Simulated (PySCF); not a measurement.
Computed properties of TeClI, SMILES Cl[Te]I

TeClI, SMILES Cl[Te]I. Geometry optimised at B3LYP-D3(BJ)/def2-SVP. The def2 effective core potentials stand for the cores of I, Te; spin–orbit coupling is left out. Other conformers were not sampled. All values are computed for the isolated molecule unless a solvent is named; none is compared with measurement here.

**Structure.** The optimised structure has Cs symmetry. All 3 harmonic modes at B3LYP-D3(BJ)/def2-SVP (PySCF) are real, so it is a minimum. With heavy atoms numbered as in [Te:1]([Cl:2])[I:3], the shortest bond between them is Te1–Cl2 at 2.393 Å and the longest Te1–I3 at 2.732 Å.

**Vibrations.** The strongest infrared lines (harmonic, unscaled, degenerate partners summed) lie at 354 cm⁻¹ (30 km/mol, Cl 78 %, Te 22 %), 199 cm⁻¹ (9 km/mol, Te 51 %, I 48 %), 89 cm⁻¹ (1 km/mol, Cl 65 %, I 20 %, Te 15 %). The softest mode is at 89 cm⁻¹ and the zero-point energy is 0.9 kcal/mol.

**Electronic structure.** HF/def2-TZVPD (PySCF) places the frontier levels at -9.02 and -0.37 eV, a gap of 8.65 eV, and gives a dipole moment of 1.92 D and a mean polarisability of 92.8 bohr³.

**Excitations.** TDA-B3LYP/def2-SVPD (PySCF) has S1 at 1.83 eV (678 nm, f = 0.001, dark); the most intense of the 10 singlets computed lies at 5.08 eV (f = 0.12). T1 (TDA) is at 1.22 eV, 0.61 eV under S1.
